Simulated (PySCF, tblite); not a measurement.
Isomers of C4H3F3N2O2, one GFN2-xTB conformer each. Single-point energies are computed at PBE0/pcSseg-1 (PySCF, gas phase, no added dispersion term), electronic only.

```
             SMILES  GFN2-xTB relative energy (kcal/mol)
COc1nnc(C(F)(F)F)o1                                  4.5
Cc1noc(OC(F)(F)F)n1                                  0.0
```

Conformers: `[CH3:1][O:2][c:3]1[n:4][n:5][c:6]([C:7]([F:8])([F:9])[F:10])[o:11]1` with C1–O2–C3–N4 0°; `[CH3:1][c:2]1[n:3][o:4][c:5]([O:6][C:7]([F:8])([F:9])[F:10])[n:11]1` with O4–C5–O6–C7 180°.

Task: What does PBE0/pcSseg-1 give for the same structures?

Result: 
| SMILES | PBE0/pcSseg-1 E (Eh) | PBE0/pcSseg-1 (kcal/mol) | GFN2-xTB (kcal/mol) | point group |
| --- | --- | --- | --- | --- |
| Cc1noc(OC(F)(F)F)n1 | -712.88161 | 0.0 | 0.0 | Cs |
| COc1nnc(C(F)(F)F)o1 | -712.86922 | 7.8 | 4.5 | Cs |

Both levels put the same isomer lowest. As drawn, the lower has an N–O linkage, which the higher lacks; the higher has an N–N linkage, which the lower lacks.

Task: Which frontier levels, dipoles and rotational constants go with these structures?

Result: 
```json
{"SMILES": "Cc1noc(OC(F)(F)F)n1", "HOMO (eV, PBE0/pcSseg-1)": "-8.57", "LUMO (eV)": "-0.78", "dipole (D)": "1.61", "A, B, C (MHz)": "2726, 692.2, 612.3"}
{"SMILES": "COc1nnc(C(F)(F)F)o1", "HOMO (eV, PBE0/pcSseg-1)": "-8.07", "LUMO (eV)": "-1.10", "dipole (D)": "3.93", "A, B, C (MHz)": "3203, 602.1, 557.6"}
```

Task: What happens when harmonic zero-point energies from GFN2-xTB frequencies are added?

Result: 
| SMILES | ZPE (kcal/mol) | electronic (kcal/mol) | with ZPE (kcal/mol) |
| --- | --- | --- | --- |
| Cc1noc(OC(F)(F)F)n1 | 50.6 | 0.0 | 0.0 |
| COc1nnc(C(F)(F)F)o1 | 50.4 | 7.8 | 7.5 |

The zero-point energies span 0.2 kcal/mol. The order is unchanged.
